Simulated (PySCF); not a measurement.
Electron correlation in Pb (lead, neutral)

[Xe] 4f14 5d10 6s1 6p2 7s1, high-spin 5P determinant (an excited configuration). All numbers are calculated (PySCF 2.14, the spin-free X2C one-electron Hamiltonian (Gaussian nucleus), in x2c-TZVPPall with one added diffuse shell each of s, p, d, f type (12s8p7d4f, 99 functions)). Frozen: [Kr] 4d10 4f14; 22 electrons correlated.

```tsv
level	correlation energy (mhartree)
CCSD	-404.74
(T)	-7.37
CCSD(T)	-412.11
```

Diagnostics: T1 = 0.0079, D1 = 0.0376, largest double amplitude 0.027.

**Question.** Is a single reference adequate?

**Answer.** Yes, within this model without spin-orbit coupling: T1 lies below 0.03 and no double amplitude reaches 0.07.

This basis was not built for core-valence correlation, so the inner-shell part is incomplete.

Spin-orbit coupling is strong in this species, so the high-spin LS determinant is a model state.
